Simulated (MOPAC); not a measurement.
MOPAC input (PM7):

```
PM7 1SCF GEO-OK AUX(PRECISION=9) THREADS=1
H5Ta

Ta    0.01867700 1    0.00040800 1    0.00123300 1
H    -0.87375200 1   -0.63702000 1    1.37772200 1
H    -0.86491900 1    1.41459100 1    0.56409100 1
H    -0.72092300 1   -1.44927200 1   -0.66875600 1
H    -0.71209000 1    0.60233900 1   -1.48238600 1
H     1.80823800 1    0.03954400 1    0.11934300 1
```

Output:

```
 *******************************************************************************
 **                                                                           **
 **                              MOPAC v23.2.5                                **
 **                                                                           **
 *******************************************************************************
 ** MOPAC's Digital Object Identifier: https://doi.org/10.5281/zenodo.6511958 **
 **                                                                           **
 ** Please cite the open-source release paper for use of this MOPAC version:  **
 ** J. E. Moussa and J. J. P. Stewart (2026)                                  **
 ** MOPAC: An open-source semiempirical molecular orbital program             **
 ** J. Open Source Softw., 11(119), 8025, https://doi.org/10.21105/joss.08025 **
 *******************************************************************************

                              PM7 CALCULATION RESULTS

 *******************************************************************************
 *  PM7        - The PM7 Hamiltonian to be used
 *  GEO-OK     - OVERRIDE INTERATOMIC DISTANCE AND OTHER SAFETY CHECKS
 *  1SCF       - DO 1 SCF AND THEN STOP
 *  AUX        - OUTPUT AUXILIARY INFORMATION
 *******************************************************************************
PM7 1SCF GEO-OK AUX(PRECISION=9) THREADS=1
 H5Ta

   ATOM   CHEMICAL          X               Y               Z
  NUMBER   SYMBOL      (ANGSTROMS)     (ANGSTROMS)     (ANGSTROMS)

     1      Ta          0.01867700  *   0.00040800  *   0.00123300  *
     2       H         -0.87375200  *  -0.63702000  *   1.37772200  *
     3       H         -0.86491900  *   1.41459100  *   0.56409100  *
     4       H         -0.72092300  *  -1.44927200  *  -0.66875600  *
     5       H         -0.71209000  *   0.60233900  *  -1.48238600  *
     6       H          1.80823800  *   0.03954400  *   0.11934300  *

          CARTESIAN COORDINATES

    NO.       ATOM           X           Y           Z

     1        Ta          0.0187      0.0004      0.0012
     2         H         -0.8738     -0.6370      1.3777
     3         H         -0.8649      1.4146      0.5641
     4         H         -0.7209     -1.4493     -0.6688
     5         H         -0.7121      0.6023     -1.4824
     6         H          1.8082      0.0395      0.1193

 General Reference for PM7:
 "Optimization of Parameters for Semiempirical Methods VI: More Modifications to the
 NDDO Approximations and Re-optimization of Parameters", J. J. P. Stewart, J. Mol. Mod., 1:32, 19 (2013)
 https://link.springer.com/article/10.1007/s00894-012-1667-x

           Empirical Formula: H5 Ta  =     6 atoms

      MOLECULAR POINT GROUP   :   C4v

      RHF CALCULATION, NO. OF DOUBLY OCCUPIED LEVELS = 5

 ALL CONVERGERS ARE NOW FORCED ON
 SHIFT=10, PULAY ON, CAMP-KING ON
 AND ITERATION COUNTER RESET

 -------------------------------------------------------------------------------
 PM7 1SCF GEO-OK AUX(PRECISION=9) THREADS=1
 H5Ta

     1SCF WAS SPECIFIED, SO BFGS WAS NOT USED
     SCF FIELD WAS ACHIEVED

                              PM7 CALCULATION
                                                       MOPAC v23.2.5 Linux

          FINAL HEAT OF FORMATION =        144.34487 KCAL/MOL =     603.93892 KJ/MOL

          COSMO AREA              =         88.33 SQUARE ANGSTROMS
          COSMO VOLUME            =         75.73 CUBIC ANGSTROMS

          IONIZATION POTENTIAL    =         10.842144 EV
          HOMO LUMO ENERGIES (EV) =        -10.842 -0.125
          NO. OF FILLED LEVELS    =          5
          MOLECULAR WEIGHT        =        185.9874         POINT GROUP:  C4v

          MOLECULAR DIMENSIONS (Angstroms)

            Atom       Atom       Distance
            H     5    H     2     3.12128
            H     4    H     3     3.12128
            H     6    H     4     2.60744

          SCF CALCULATIONS        =          1

   ATOM   CHEMICAL          X               Y               Z
  NUMBER   SYMBOL      (ANGSTROMS)     (ANGSTROMS)     (ANGSTROMS)

     1      Ta          0.01867700  *   0.00040800  *   0.00123300  *
     2       H         -0.87375200  *  -0.63702000  *   1.37772200  *
     3       H         -0.86491900  *   1.41459100  *   0.56409100  *
     4       H         -0.72092300  *  -1.44927200  *  -0.66875600  *
     5       H         -0.71209000  *   0.60233900  *  -1.48238600  *
     6       H          1.80823800  *   0.03954400  *   0.11934300  *

                             CARTESIAN COORDINATES

   1   Ta        0.018677000     0.000408000     0.001233000
   2    H       -0.873752000    -0.637020000     1.377722000
   3    H       -0.864919000     1.414591000     0.564091000
   4    H       -0.720923000    -1.449272000    -0.668756000
   5    H       -0.712090000     0.602339000    -1.482386000
   6    H        1.808238000     0.039544000     0.119343000

           Empirical Formula: H5 Ta  =     6 atoms

      MOLECULAR POINT GROUP   :   C4v

                  EIGENVALUES
 -12.34042 -11.69084 -10.90477 -10.84215 -10.84214  -0.12472   2.45553   3.94069
   3.94070   4.44971   6.13022  27.96645  27.96645  28.08326

              NET ATOMIC CHARGES AND DIPOLE CONTRIBUTIONS

  ATOM NO.   TYPE          CHARGE      No. of ELECS.   s-Pop       p-Pop       d-Pop
    1         Ta           0.209830        4.7902     0.83855     0.00249     3.94914
    2          H          -0.046696        1.0467     1.04670
    3          H          -0.046695        1.0467     1.04670
    4          H          -0.046696        1.0467     1.04670
    5          H          -0.046695        1.0467     1.04670
    6          H          -0.023048        1.0230     1.02305
 DIPOLE           X         Y         Z       TOTAL
 POINT-CHG.     0.530     0.012     0.035     0.531
 HYBRID         0.087     0.002     0.006     0.088
 SUM            0.617     0.014     0.041     0.619

          ATOMIC ORBITAL ELECTRON POPULATIONS

     Atom    s        px        py        pz      x^2-y^2     xz        z^2       yz        xy
    1 Ta   0.83855   0.00125   0.00062   0.00062   0.84557   0.94746   0.62723   0.57816   0.95071
    2  H   1.04670
    3  H   1.04670
    4  H   1.04670
    5  H   1.04670
    6  H   1.02305

 **********************
 *                    *
 * JOB ENDED NORMALLY *
 *                    *
 **********************

 == MOPAC DONE ==
```

The geometry given is a B3LYP-D3(BJ)/def2-TZVP minimum.
